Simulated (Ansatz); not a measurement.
C$_{2}$H$_{8}$AlBSi (`B/C=[CH]/[AlH][SiH3]`) from Hartree–Fock to CCSD(T)

Z-matrix (Å, degrees):
```
Si
Al 1 2.458
H 1 1.492 2 111.0
H 1 1.490 2 112.8 3 -120.7
H 1 1.492 2 111.0 3 118.6
C 2 1.960 1 116.7 3 -59.5
H 2 1.589 1 123.2 3 120.5
C 6 1.352 2 121.9 1 0.1
H 6 1.093 2 122.5 1 -179.8
B 8 1.543 6 122.2 2 -179.8
H 8 1.093 6 117.9 2 0.0
H 10 1.197 8 121.9 6 179.7
H 10 1.198 8 118.6 6 -0.3
```

Charge 0, multiplicity 1. Geometry: relaxed with PBE0-D4/def2-TZVP. It is one conformer, not always the lowest. Frozen core, restricted reference, the Gaussian-basis code of Ansatz. CBS rows extrapolate triple and quadruple zeta; past MP2 they add the triple-zeta difference.

```tsv
basis	HF (Eh)	MP2 corr.	CCSD corr.	(T)	CCSD(T) total
def2-TZVPP	-635.93213	-0.62117	-0.68857	-0.02854	-636.64924
def2-QZVPP	-635.95265	-0.66232	–	–	–
CBS(def2)	-635.95547	-0.69281	-0.76021	as TZ	-636.74422
```
